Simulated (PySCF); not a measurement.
# From computed data to an observable: chemical shift, span and skew from a shielding tensor

CH5FO2Si2, SMILES O=CO[SiH2][SiH2]F. Atoms are numbered in the order given.

```xyz
11

O      1.1295     1.1494     0.9153
C      1.8725     0.9300    -0.0075
O      1.6557     0.0222    -0.9581
Si     0.2521    -0.9974    -0.9082
Si    -1.5793     0.0934     0.0836
F     -1.5525    -0.1338     1.6963
H      2.8282     1.4688    -0.1763
H      0.0248    -1.3303    -2.3391
H      0.6260    -2.2291    -0.1596
H     -2.8341    -0.5450    -0.4162
H     -1.6078     1.5424    -0.2437
```
Charge 0, spin multiplicity 1.

The structure is a stationary point at B3LYP-D3(BJ)/def2-SVP. This is a generated structure with no PubChem entry under its InChIKey; it may be hypothetical. One conformer was computed; it need not be the lowest.

GIAO shieldings from PBE0/pcSseg-1 (PySCF), non-relativistic, no solvent. The symmetric part of the tensor of F6 has the principal values 403.3, 431.3, 457.4 ppm. The same nucleus in CFCl3 has σ = 167.2 ppm at this level (PySCF, at its B3LYP-D3(BJ)/def2-TZVP geometry).

Work out the isotropic shielding, the ¹⁹F shift against CFCl3, the span and the skew.


σ(iso) = (σ11 + σ22 + σ33)/3 = 430.7 ppm. δ = σ(ref) − σ(iso) = 167.2 − (430.7) = -263.5 ppm.
Span Ω = σ33 − σ11 = 54.1 ppm. Skew κ = 3(σ(iso) − σ22)/Ω = -0.04. Tumbling in solution averages the tensor to δ; in a static solid the shielding alone would spread this spin-1/2 line over Ω.
